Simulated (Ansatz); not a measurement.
Basis-set extrapolation for CH7BOSSi, SMILES `CB(S)O[SiH3]` (PBE0-D4/def2-TZVP geometry, frozen core, the Gaussian-basis code of Ansatz). Multiplicity 1, RHF reference.

|  | def2-TZVPP | def2-QZVPP |
| --- | --- | --- |
| HF | -828.172530 | -828.199969 |
| MP2 correlation | -0.811645 | -0.873279 |
| CCSD(T) correlation | -0.902757 | not run |

Energies in hartree. Use E(X) = E(∞) + A·exp(−7.88·√X) for Hartree–Fock and E(X) = E(∞) + B·X^(−2.97) for correlation, with X = 3 and 4, and add CCSD(T) minus MP2 of the smaller set to the MP2 limit.

Problem. What is the CCSD(T) energy at the basis-set limit?

Solution. HF limit: -828.199969 + (-0.027439) × 0.13774 = -828.20375. MP2 limit: -0.873279 + (-0.061634) × 0.74074 = -0.91893. Higher-order term: -0.902757 − (-0.811645) = -0.09111. Total: -829.21379 hartree, 86.9 kcal/mol below CCSD(T)/def2-TZVPP.
